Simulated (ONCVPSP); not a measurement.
What one change does to a pseudopotential (Ce (Z = 58), ONCV)

```
Element                 : cerium
Generator               : ONCVPSP 4.0.1
Type                    : optimised norm-conserving Vanderbilt (ONCV)
Functional              : LDA (Perdew-Zunger)
Relativity              : scalar-relativistic
Frozen core             : [Kr]
Valence charge          : 22
Reference configuration : 4d10 5s2 5p6 5d2 6s2
Partial waves           : 5s+6s: rc 2.60 bohr, ncon 4, nbas 9, qcut 4.2 1/bohr, 2 projectors; 5p: rc 1.95 bohr, ncon 3, nbas 7, qcut 4.9 1/bohr, 2 projectors, debl 3.6 Ha; 4d+5d: rc 1.40 bohr, ncon 3, nbas 7, qcut 9.5 1/bohr, 2 projectors; f scattering state at 0.33 Ha: rc 2.05 bohr, ncon 3, nbas 6, qcut 5.5 1/bohr, 2 projectors, debl 2.2 Ha
Local potential         : polynomial inside 1.05 bohr (lpopt 5, dvloc0 1 Ha)
Core correction         : Teter function, fcfact 2, rcfact 1.6
```

In the f channel the program set the typed energies aside and used -0.430, 1.770 Ha.

Change: f: rc 1.48.

Cutoffs: the cutoffs (Ha) at which the residual kinetic energy of the hardest occupied pseudo-wave falls to 1 and 0.1 mHa per electron; they do not see the model core or the augmentation charge, which bear on the density cutoff. Errors are all-electron minus pseudo energies relative to the spin-unpolarised reference configuration.

**Question.** What does the change do?

**Answer.** The potential gets neither clearly harder nor softer (41 Ha and 66 Ha → 41 Ha and 66 Ha); both files keep a bound ghost (s); of the 4 tests that both files solve, the error grows in 0 and shrinks in 3 by more than 15 % and 0.3 meV (median size 1436.8 → 868.0 meV). Less of the atom is replaced, so other configurations are described better.

```csv
quantity,base,changed
"cutoff, loose",41 Ha,41 Ha
"cutoff, tight",66 Ha,66 Ha
bound ghosts,s,s
GHOST(+) flags under 300 eV,p at 62.9 eV,p at 62.9 eV
"error for 4d10 4f1 5s2 5p6 5d1 6s2, meV [ΔE -4.95 eV]",+1453,+863
"error for 4d10 4f1 5s2 5p6 5d1 6s1, meV [ΔE 1.33 eV]",+1445,+873
"error for 4d10 4f1 5s2 5p6 5d1 6s0, meV [ΔE 12.67 eV]",+1429,+884
"error for 4d10 5s2 5p6 5d0 6s0, meV [ΔE 70.13 eV]",-13,-13
s: phases at 2.65 bohr within 0.05 rad from the reference energy up to (Ha; the scan ends near 5),2.8,2.8
p: phases at 1.99 bohr within 0.05 rad from the reference energy up to (Ha; the scan ends near 5),2.3,2.3
d: phases at 1.42 bohr within 0.05 rad from the reference energy up to (Ha; the scan ends near 5),to the end of the scan,to the end of the scan
"rms error of d²Exc/dni dnj with the model core, mHa",2.47,2.47
```

Base: These tests converged, but a pseudo level misses the all-electron one widely, so the file describes the atom poorly there or has found another state: 4d10 4f1 5s2 5p6 5d1 6s2: 4f by 2.8 eV; 4d10 4f1 5s2 5p6 5d1 6s1: 4f by 2.8 eV; 4d10 4f1 5s2 5p6 5d1 6s0: 4f by 2.8 eV. Changed file: These tests converged, but a pseudo level misses the all-electron one widely, so the file describes the atom poorly there or has found another state: 4d10 4f1 5s2 5p6 5d1 6s2: 4f by 1.6 eV. A true bound ghost makes a file unfit for plane-wave use even where its test errors are small: the radial tests pick states by their node count and pass the ghost by.
